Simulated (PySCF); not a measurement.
Species: C7H16Ge.
Atom-mapped SMILES: `[CH3:1][CH2:2][C@@H:3]1[CH2:4][CH2:5][CH2:6][CH2:7][GeH2:8]1` (hydrogens: H9, H10, H11 on C1; H12, H13 on C2; H14 on C3; H15, H16 on C4; H17, H18 on C5; H19, H20 on C6; H21, H22 on C7; H23, H24 on Ge8)

A linear-response calculation (PySCF, def2-SVPD basis, gas phase, vertical, core orbitals frozen in the response) gave these numbers; the functional is withheld.

Orbital energies (eV): HOMO-3 -9.15, HOMO-2 -8.70, HOMO-1 -8.02, HOMO -7.36, LUMO 0.59, LUMO+1 0.83, LUMO+2 1.10.

```tsv
state	E (eV)	f	main configurations (H = HOMO, L = LUMO)
S1	6.92	0.0064	H→L (97%)
S2	7.16	0.017	H→L+1 (95%)
S3	7.47	0.018	H→L+2 (81%), H→L+3 (14%)
S4	7.56	0.0039	H→L+3 (67%), H-1→L (14%), H→L+2 (13%)
S5	7.57	0.037	H-1→L (74%), H→L+3 (15%)
S6	7.76	0.040	H→L+4 (61%), H-1→L+1 (20%), H→L+5 (9%)
```

Triplets, Tamm–Dancoff:

| state | E (eV) | λ (nm) | main configurations (H = HOMO, L = LUMO) |
| --- | --- | --- | --- |
| T1 | 6.72 | 184.4 | H→L (72%), H→L+1 (19%) |
| T2 | 6.83 | 181.7 | H→L+1 (58%), H→L (22%), H→L+2 (8%) |
| T3 | 7.17 | 173.0 | H→L+2 (46%), H-1→L (18%), H→L+1 (8%) |
| T4 | 7.32 | 169.4 | H-1→L (58%), H→L+2 (22%) |

Vertical ionisation energy by ΔSCF with the same functional: 9.06 eV. Mean static polarisability: 112.9 au.

Task: Name the functional.
A. CAM-B3LYP
B. PBE
C. PBE0
D. HF

Result: C. PBE0 is a global hybrid with 25% exact exchange. In this run −ε(HOMO) = 7.36 eV differs from the ΔSCF value by -1.70 eV, and S1 differs from the orbital gap of 7.96 eV by -1.04 eV. The ratio −ε(HOMO)/IP is 0.81. Small neutral molecules mostly give 0.7 to 0.83 with PBE0, 0.5 to 0.7 with PBE, 0.85 to 0.93 with CAM-B3LYP; Hartree–Fock can't fall below 1, since the ion's relaxation only lowers the ΔSCF value. The other options: PBE, a GGA without exact exchange; HF, time-dependent Hartree–Fock, 100% exact exchange; CAM-B3LYP, range-separated, 19% exact exchange at short range and 65% at long range (ω = 0.33 bohr⁻¹).

Computed, not measured: TDDFT PBE0/def2-SVPD, vertical, gas phase, core orbitals frozen in the response (PySCF). One conformer (not necessarily the lowest) at the PBE0-D3(BJ)/def2-SVP geometry, without solvent, vibrations or thermal averaging. The PBE0/def2-SVPD calculation is non-relativistic and has no spin–orbit coupling, an omission that weighs most on germanium.

Without π bonds the low states are Rydberg-like; a valence basis with one diffuse set may place them up to an eV too high.
